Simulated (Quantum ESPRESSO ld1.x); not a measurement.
Q: Cs II, 54 electrons, occupied as [Xe]. Calculated with ld1.x of Quantum ESPRESSO 7.5: scalar-relativistic Kohn-Sham, LDA (Slater exchange, Perdew-Zunger correlation), spin-polarised, spherical densities, point nucleus, Latter tail correction. Some entries of the table are withheld. Estimate them.

| orbital | occ. | eigenvalue (hartree) | r(max) (bohr) |
|---|---|---|---|
| 1s | 2 | -1314.4499 | 0.017 |
| 2s | 2 | (1) | (2) |
| 2p | 6 | (3) | 0.076 |
| 3s | 2 | -43.0797 | (4) |
| 3p | 6 | -36.2796 | 0.267 |
| 3d | 10 | -26.2708 | (5) |
| 4s | 2 | -8.3050 | (6) |
| 4p | 6 | -6.1278 | 0.671 |
| 4d | 10 | -2.9581 | 0.721 |
| 5s | 2 | -1.2095 | 1.54 |
| 5p | 6 | -0.7218 | 1.77 |

A: 
(1) 2s eigenvalue (hartree): -206.4197
(2) 2s r(max) (bohr): 0.095
(3) 2p eigenvalue (hartree): -185.2907
(4) 3s r(max) (bohr): 0.274
(5) 3d r(max) (bohr): 0.221
(6) 4s r(max) (bohr): 0.644
